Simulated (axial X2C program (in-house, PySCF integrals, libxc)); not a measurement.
## Correcting the dissociation energy of MoCl for spin–orbit coupling

A spin-free PBE0 curve (one-electron X2C) was computed with an in-house relativistic program for diatomic molecules, basis Mo dyall-cv3z [11s12p9d5f3g], Cl dyall-av3z [9s8p3d2f] (cores contracted in-house), for the state M_S = 5/2, Λ = 0 (beyond evenly filled blocks: σα, π+α, π-α, δ+α, δ-α). It gives D0 = 3.735 eV to Mo + Cl, which in a spin-free picture are the weighted means of the ground terms.

Measured levels of the ground terms (NIST Handbook of Basic Atomic Spectroscopic Data), in cm⁻¹: Mo 7S: J = 3 at 0; Cl 2P: J = 3/2 at 0, J = 1/2 at 882.4.

The molecular state has Λ = 0, so it has no first-order lowering.

How far does each ground level lie under the (2J+1)-weighted mean of its term?

Mo: a single level, 0; Cl: (4 × 0 + 2 × 882.4)/6 = 294 cm⁻¹.

Correct D0.

D0 = 3.735 + (0 − 294)/8065.5 = 3.699 eV at PBE0 with these spin–orbit terms.

Second-order spin–orbit effects in the molecule, which grow quickly with Z, are left out. Occupations by symmetry block were frozen at the best pattern of an incomplete PBE0 search. De is counted from the lowest determinant-based energies of the atoms at the same level, without counterpoise correction.
